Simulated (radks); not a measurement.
The numbers below are computed, except where a source is named.
Question: These are the eigenvalues of the occupied orbitals of an atom or ion with whole-number occupations (eV). Level of theory: scalar-relativistic Kohn-Sham, BLYP, spin-polarised, spherical densities, point nucleus (a radial shooting solver on a logarithmic mesh with Libxc functionals).

| orbital | eigenvalue |
|---|---|
| 1s up | -25395.40 |
| 1s down | -25395.26 |
| 2s up | -3792.895 |
| 2s down | -3791.598 |
| 2p up | -3408.675 |
| 2p down | -3407.634 |
| 3s up | -744.9217 |
| 3s down | -744.1645 |
| 3p up | -618.8790 |
| 3p down | -618.0226 |
| 3d up | -420.3368 |
| 3d down | -419.0968 |
| 4s up | -154.3948 |
| 4s down | -149.3317 |
| 4p up | -116.6789 |
| 4p down | -111.5557 |
| 4d up | -61.0956 |
| 5s up | -39.7010 |
| 5p up | -30.3587 |

Which element is it, and in what charge state? The configuration may be excited. Open shells, if any, are filled with parallel spins first.

Answer: Z = 47, silver, charge +3: Ag3+ in [Kr] 4d5 5s1 5p2. The list shows which subshells hold electrons but not how many an open one holds; the 1s level, -933.26 hartree, gives Z - s = 43.2 by -(Z - s)^2/2, which with screening and relativity narrows Z to a few neighbours, and the depths of the outer levels then fix element, charge and occupations together.
